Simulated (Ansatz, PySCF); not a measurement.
Gas-phase reaction (SMILES): [Cl][Al]([Cl])[Cl] + O (H2O) → [OH][Al]([Cl])[Cl] + Cl (HCl); water cleaves one Al-Cl bond, a model of a ligand-exchange step.

Structures are relaxed separately at B3LYP-D3(BJ)/def2-TZVP in Ansatz (a program for electronic structure), one conformer each, not searched for the lowest. Cores are frozen in the correlated levels unless marked. No spin-orbit coupling. Non-relativistic. Basis-set limits of correlation are two-point, X^-3; Hartree-Fock from the larger set. Thermal terms are rigid-rotor harmonic-oscillator values from B3LYP-D3(BJ) frequencies (Ansatz or PySCF) at 298.15 K and 1 atm. 1 Eh = 627.5095 kcal/mol.

```tsv
species	E, CCSD(T)/CBS(cc-pV(T+d)Z,cc-pV(Q+d)Z) (Ansatz) (Eh)	E, PBE/def2-TZVPD (Ansatz) (Eh)	H - E (Eh)
[Cl][Al]([Cl])[Cl]	-1621.55610	-1622.59388	0.01106
O (H2O)	-76.37426	-76.38111	0.02495
[OH][Al]([Cl])[Cl]	-1237.54425	-1238.33809	0.02337
Cl (HCl)	-460.37849	-460.62833	0.01000
```

### Question
Work out ΔE and ΔH at 298.15 K at the first level, then ΔH at the second.

### Answer

1. ΔE = [(-1237.54425) + (-460.37849)] - [(-1621.55610) + (-76.37426)] = 0.00762 Eh = 4.8 kcal/mol at CCSD(T)/CBS(cc-pV(T+d)Z,cc-pV(Q+d)Z).
2. The terms H - E add up to -0.00264 Eh, so ΔH = (0.00762 + (-0.00264))×627.5095 = 3.1 kcal/mol.
3. At PBE/def2-TZVPD the same steps give ΔE = 5.4 and ΔH = 3.7 kcal/mol, a shift of +0.6 from the first level.
4. These values are not checked against measurement here, since the tables used lack a sound gas-phase enthalpy of formation for at least one species.
